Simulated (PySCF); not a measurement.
# Ionisation energy of Er⁵⁷⁺ by level of theory

Er⁵⁷⁺ [Ne] 3s1 (2S) → Er⁵⁸⁺ [Ne] (1S), as a difference of total energies. Computed with PySCF 2.14 in an even-tempered Gaussian basis (16 s from 15 bohr⁻², ratio 2.5; 10 p from 19 bohr⁻², ratio 2.5; 4 d from 69 bohr⁻², ratio 2.7; 4 f from 100 bohr⁻², ratio 2.7), with no relativity, point nucleus. Correlated levels: outer shells: 1s2 frozen; virtual orbitals above 40 to 60 times the deepest correlated orbital energy dropped. The calculations carry no spin-orbit coupling.

```tsv
method	ionisation energy (eV)	difference from reference (eV)
UHF	5458.1	-356.9
MP2 (outer shells)	5458.8	-356.2
SCS-MP2 (outer shells)	5458.7	-356.3
CCSD (outer shells)	5458.8	-356.2
CCSD(T) (outer shells)	5458.8	-356.2
```

Reference: 5815 ± 6 eV (theoretical estimate listed by NIST; NIST Atomic Spectra Database, ionization energies).

The gap to the reference is mostly relativistic.
